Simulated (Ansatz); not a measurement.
C₂H₄AlFO, SMILES `C=C[O][AlH][F]`. The species carries charge 0 and has multiplicity 1.

```tsv
atom	x (Å)	y (Å)	z (Å)
C1	-0.1437	-0.0727	1.9477
C2	0.2177	-0.3298	0.6992
O3	-0.2656	0.3433	-0.3619
Al4	-0.0794	0.3354	-2.0355
F5	-0.9608	1.4374	-2.8714
H6	-0.8588	0.7071	2.1785
H7	0.2813	-0.6494	2.7574
H8	0.9385	-1.1157	0.4727
H9	0.8707	-0.6555	-2.7866
```

Task: What are the harmonic wavenumbers in cm⁻¹ at PBE0-D4/def2-TZVP (Ansatz, finite differences of forces, unscaled)? (Best estimate.)

Result: Computed: 60, 77, 99, 247, 435, 487, 655, 708, 739, 878, 881, 986, 1054, 1259, 1356, 1429, 1718, 2009, 3128, 3181, 3278.

Task: Is this a minimum?

Result: Yes, all 21 modes are real.

Task: Give the ideal-gas thermochemistry at 298.15 K and 1 bar (rigid rotor, harmonic oscillator; point group Cs, symmetry number 1).

Result: Zero-point energy 147.5 kJ/mol; H(298) − E = 167.6 kJ/mol; entropy 344.4 J/(mol·K), of which translation 165.0, rotation 109.7, vibration 69.7; G(298) − E = 65.0 kJ/mol. Modes under 100 cm⁻¹ are hindered rotations or soft bends, so the harmonic entropy is rough.

Task: And at 400, 500, 600, 800 and 1000 K?

Result: 
```csv
T (K),H − E (kJ/mol),S (J/mol/K),G − E (kJ/mol)
400,178.3,375.1,28.3
500,190.4,402.0,-10.6
600,203.8,426.3,-52.0
800,233.3,468.7,-141.6
1000,265.6,504.7,-239.1
```

Task: Rotational constants (cm⁻¹)?

Result: 0.6478, 0.0572, 0.05256.
